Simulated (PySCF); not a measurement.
C₂H₉BSi.
Structure used (PBE0-D3(BJ)/def2-SVP), in Å, numbered top down from 1:
```xyz
13
C2H9BSi angstrom
B     -1.692    0.437   -0.583
C     -0.818   -0.708    0.001
C      0.640   -0.835   -0.440
Si     1.750    0.492    0.313
H     -1.357    1.037   -1.581
H     -2.773    0.679   -0.095
H     -1.417   -1.575   -0.374
H     -0.934   -0.791    1.096
H      0.718   -0.753   -1.537
H      1.062   -1.819   -0.172
H      1.761    0.373    1.805
H      3.155    0.371   -0.186
H      1.226    1.852   -0.033
```

Level of theory: PySCF 2.14.0, PBE0-D3(BJ)/def2-SVP geometry optimisation, gas phase.

Take the most abundant isotopes and a rigid rotor. The values belong to one conformer with, in the numbering `[BH2:1][CH2:2][CH2:3][SiH3:4]`, H–B1–C2–C3 17° and -168°, B1–C2–C3–Si4 74°.

Q: What are A, B and C (cm⁻¹)?

A: Ia = 45.11, Ib = 167.74, Ic = 188.29 u·Å²; 505379 MHz·u·Å²/I gives 11204, 3013 and 2684 MHz, that is A = 0.37372, B = 0.10050, C = 0.08953 cm⁻¹.

Q: What kind of rotor is it?

A: A near-prolate asymmetric top: κ = (2 × 3013 − 11204 − 2684)/(11204 − 2684) = -0.92.

Q: Is it planar, by Δ = Ic − Ia − Ib?

A: Not planar: Δ = Ic − Ia − Ib = -24.56 u·Å². For a rigid frame Δ = −2 Σ m c², so Σ m c² = 12.28 u·Å² lies off the ab plane: 9.01 from hydrogen and 3.27 from heavier atoms. The atom farthest from that plane is 1.53 Å away.

Q: Give the other two planar moments, Paa and Pbb, and the rms extents of the mass along the axes.

A: Paa = Σ m a² = (Ib + Ic − Ia)/2 = 155.46 and Pbb = Σ m b² = (Ia + Ic − Ib)/2 = 32.83 u·Å². With the mass M = 72.06 u, the rms extents √(P/M) along a, b and c are 1.47, 0.67, 0.41 Å.

Q: Where do the levels up to J = 2 lie, in MHz?

A: Above 0(0,0):
J = 1: 1(0,1) 5697, 1(1,1) 13888, 1(1,0) 14217
J = 2: 2(0,2) 17081, 2(1,2) 24953, 2(1,1) 25939, 2(2,1) 50513, 2(2,0) 50522
The levels of one J sum to (2J + 1)J(J + 1)(A + B + C)/3.

Q: Which types of transition are allowed, and where do some lines up to J = 3 fall?

A: The dipole components are |μa| = 0.33 D, |μb| = 1.13 D, |μc| = 0.04 D. The squared components, which scale the intensities, stand as 0.09 : 1.00 : 0.00 (a : b : c). Some of the stronger lines:

```csv
type,branch,"J(Ka,Kc)",MHz,lower level (cm⁻¹)
a,Q,"1(1,0) ← 1(1,1)",329,0.463
b,R,"2(0,2) ← 1(1,1)",3193,0.463
b,Q,"1(1,0) ← 1(0,1)",8520,0.190
b,Q,"2(1,1) ← 2(0,2)",8858,0.570
b,R,"3(0,3) ← 2(1,2)",9180,0.832
b,Q,"3(1,2) ← 3(0,3)",9384,1.139
a,R,"2(1,2) ← 1(1,1)",11065,0.463
a,R,"2(1,1) ← 1(1,0)",11723,0.474
b,R,"1(1,1) ← 0(0,0)",13888,0.000
a,R,"3(0,3) ← 2(0,2)",17052,0.570
b,R,"2(1,2) ← 1(0,1)",19256,0.190
b,Q,"3(2,1) ← 3(1,2)",24135,1.452
b,R,"3(1,3) ← 2(0,2)",24463,0.570
b,Q,"2(2,0) ← 2(1,1)",24583,0.865
b,Q,"2(2,1) ← 2(1,2)",25560,0.832
b,Q,"3(2,2) ← 3(1,3)",26059,1.386
b,R,"2(2,1) ← 1(1,0)",36296,0.474
b,R,"2(2,0) ← 1(1,1)",36634,0.463
b,R,"3(2,2) ← 2(1,1)",41664,0.865
b,Q,"3(3,0) ← 3(2,1)",41735,2.257
b,Q,"3(3,1) ← 3(2,2)",41784,2.255
b,R,"3(2,1) ← 2(1,2)",42699,0.832
b,R,"3(3,1) ← 2(2,0)",58865,1.685
b,R,"3(3,0) ← 2(2,1)",58874,1.685
```

Q: Estimate the classical rotational partition function at 25 K, 298.15 K and 500 K.

A: Point group C1, symmetry number σ = 1; q = (√π/σ)·√((kT/h)³/(ABC)), k/h = 20836.6 MHz/K: 2210 at 25 K, 91200 at 298.15 K, 198000 at 500 K.

Whether it is a minimum is left open (no frequencies). Constants of a rigid frame at the computed geometry: no zero-point averaging, no centrifugal distortion. A rigid rotor knows nothing of internal rotation, which can split or shift real lines. Quadrupole hyperfine structure (11B) is left out.

Time: 22 s wall; peak memory 0.42 GiB. Hardware: one thread of an Arm Neoverse V1 (shared host). These figures are those of the optimisation.
